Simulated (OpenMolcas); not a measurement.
An OpenMolcas run meant for Au VI (ANO-RCC-VDZP, DKH2; inactive shells 1s 2s 2p 3s 3p 3d 4s 4p 4d 4f 5s 5p; intended active space 6 electrons in 5 orbitals (5d)). One step of its input:

```
&CASPT2
Multistate=5 1 2 3 4 5
Frozen=14 16
IPAE=0.25
Imaginary=0.1
MaxIter=60
WThr=0.0 0.3 0.05
PrWF=0.5
NoMix
```

Lines from the output:

```
|        MOLCAS_PRINT = 2
  |       MOLCAS_SOURCE = <dir>
  |    MOLCAS_STRUCTURE = 0
  |
   -----------------------------------------------------------------------------------------
++ ---------   Input file   ---------
>>> COPY JOB001 $Project.JobIph
&CASPT2
Multistate=5 1 2 3 4 5
Frozen=14 16
IPAE=0.25
Imaginary=0.1
MaxIter=60
WThr=0.0 0.3 0.05
PrWF=0.5
NoMix
-- ----------------------------------
>>> COPY JOB001 a.JobIph
*** symbolic link created: INPORB -> a.RasOrb
--- Start Module: caspt2 at  ---
()()()()()()()()()()()()()()()()()()()()()()()()()()()()()()()()()()()()()()()()()()()()()()()()()()
                                              &CASPT2
                                   only a single process is used
                       available to each process: 2.3 GB of memory, 1 thread
()()()()()()()()()()()()()()()()()()()()()()()()()()()()()()()()()()()()()()()()()()()()()()()()()()
 ###    ERROR: Unrecognized keyword: IPAE                                    ###
--- Stop Module: caspt2 at  /rc=_RC_INPUT_ERROR_ ---
.####################.
.# User input error #.
.####################.
```

Q: What is wrong with the input?

A: A keyword is misspelt. OpenMolcas reads the first four letters of a keyword, so the setting is refused or falls back to its default.
